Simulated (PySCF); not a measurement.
# One molecule, several mistakes: BGeH4NO

Calculated results; nothing here was measured. They come from PySCF 2.14.0, an open-source quantum chemistry program, on an isolated molecule that a program drew, which may never have been made. The molecule is BGeH4NO (charge 0, singlet), drawn as the SMILES string `N[B](O)[GeH]`.

Each row is a Hartree-Fock (HF) and frozen-core CCSD(T) single point in the cc-pVDZ basis, meant for a local HF minimum. Run 1 is clean. Each other run has one planted mistake out of seven kinds, and not every kind appears here: one electron removed, one electron added, multiplicity raised by two, geometry at a saddle point, minimal basis STO-3G, one bond length entered in bohr, all coordinates scaled. The reference is restricted for singlets and unrestricted otherwise, and also for a bond in bohr. Adding or removing an electron swaps singlet and doublet. Electrons count all cores. HOMO and LUMO are orbital energies over both spins, the gradient is its largest component, and the lowest frequency (negative if imaginary) is given only where the gradient is small. Bond lengths are over the 7 bonds as drawn. T1 is the CCSD diagnostic: over 0.02 (restricted) or 0.045 (unrestricted) a single reference is doubtful. Germanium has the cc-pVDZ-PP basis, with a core potential (ECP10MDF) in place of its 10 inner electrons, and its 3s, 3p and 3d shells are frozen in CCSD(T).

Geometry of the clean run:
```xyz
8
BGeH4NO, angstrom
N    -0.1542   -0.8721   -1.4868
B    -0.5616    0.0495   -0.5037
O    -1.0935    1.2703   -0.8392
Ge   -0.5222   -0.2884    1.6113
H     0.2437   -1.7608   -1.2720
H    -0.1987   -0.6906   -2.4706
H    -1.1443    1.4420   -1.7693
H     0.9237    0.3399    1.7937
```

| run | electrons | basis functions | <S^2> | HOMO (eV) | LUMO (eV) | gradient (hartree/bohr) | lowest frequency (cm^-1) | mean bond (Å) | longest bond (Å) | T1 | HF (hartree) | CCSD(T) (hartree) | mistake |
|---|---|---|---|---|---|---|---|---|---|---|---|---|---|
| 1 | 56 | 85 | 0.000 | -8.06 | 0.77 | 1.3e-05 | 144 | 1.3509 | 2.142 | 0.0141 | -449.76325 | -450.32991 | no fault |
| 2 | 57 | 85 | 0.763 | -0.55 | 7.99 | 3.4e-02 | - | 1.3509 | 2.142 | 0.0148 | -449.75830 | -450.33495 | one electron added |
| 3 | 55 | 85 | 0.773 | -16.29 | -6.30 | 7.5e-02 | - | 1.3509 | 2.142 | 0.0175 | -449.50030 | -450.04079 | one electron removed |
| 4 | 56 | 85 | 2.013 | -7.35 | 0.47 | 2.7e-02 | - | 1.3509 | 2.142 | 0.0160 | -449.74200 | -450.29286 | multiplicity raised by two |
| 5 | 56 | 85 | 0.000 | -8.39 | 0.45 | 7.3e-02 | - | 1.4751 | 2.339 | 0.0172 | -449.70955 | -450.29441 | ? |
| 6 | 56 | 85 | 1.018 | -8.36 | 0.95 | 2.7e-02 | - | 1.4776 | 2.142 | 0.0756 | -449.61236 | -450.17767 | ? |

**Which mistake was planted in run 5, and what did it cost?**

The mean and the longest bond both change by the same factor, 1.092, and the gradient is no longer small. So the mistake is: all coordinates scaled. Subtracting run 1 and multiplying by 627.51 kcal/mol a hartree, the energy moved by 33.7 kcal/mol in HF and 22.3 kcal/mol in CCSD(T).

**Which mistake was planted in run 6, and what did it cost?**

The mean bond changes by a factor of 1.094 and the longest by 1.000, so the molecule wasn't scaled as a whole. A length L in bohr read as angstrom grows by (1/0.5292 - 1) L = 0.890 L. The 7 bonds together grew by 7 x 0.1267 = 0.887 Å, which gives L = 0.997 Å. That is the length of one of the H-N bonds, 0.997 Å in the clean geometry. So the mistake is: one bond length entered in bohr. Subtracting run 1 and multiplying by 627.51 kcal/mol a hartree, the energy moved by 94.7 kcal/mol in HF and 95.5 kcal/mol in CCSD(T).

Cautions from the logs. Run 6: T1 is over the limit, so its CCSD(T) energy is less reliable.
